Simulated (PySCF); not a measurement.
Run record: geometry optimisation, `C=[CH][GeH3]`.

Method: PBE0-D3(BJ)/def2-SVP geometry optimisation, gas phase (PySCF 2.14.0). Start geometry: GFN2-xTB. A driver script takes a list of jobs; this job's settings line and coordinates (Å) are shown.

Input:
```
{"job": {"xc": "PBE0", "basis": "def2-SVP", "d3": "d3bj", "grid": 1, "maxiter": 30, "shake": 0.01, "kind": "geom"}, "charge": 0, "multiplicity": 1}
C      1.567770    -0.207510    -0.288730
C      0.552730     0.027360     0.557640
Ge    -1.337130     0.112800     0.051770
H      1.394150    -0.325500    -1.349440
H      2.579430    -0.230260     0.001970
H      0.784960     0.177990     1.606950
H     -2.102840    -0.926010     0.784640
H     -1.468460    -0.090460    -1.412690
H     -1.912810     1.444440     0.441410
```

Question: What does the run print?

Answer: 
```
step   0  E = -2156.10067701  max force = 0.036933
step   1  E = -2156.10480207  max force = 0.011710
step   2  E = -2156.10527732  max force = 0.001211
step   3  E = -2156.10532018  max force = 0.000631
step   4  E = -2156.10533751  max force = 0.000712
step   5  E = -2156.10534676  max force = 0.000356
optimisation converged
```

Energies in Eh; «max force» is the largest Cartesian gradient component in Eh/bohr.

Question: How much energy does the optimisation release, in kJ/mol?

Answer: E(step 0) − E(last step) = 0.004670 Eh, which is 12.3 kJ/mol.

Question: Give the first gradient maximum in eV/Å.

Answer: With 1 Eh/bohr = 51.422 eV/Å, 1.899 eV/Å.

Main results: final energy -2156.10535 Eh after 5 steps; dipole 0.60 D.

The run took 15 s wall on Arm Neoverse V1, one thread, no GPU, shared host with 64 logical CPUs at a one-minute load of 45, and the process peaked at 0.36 GiB of memory.
Labels such as C1 count atoms from 1, the log's own numbers from 0.
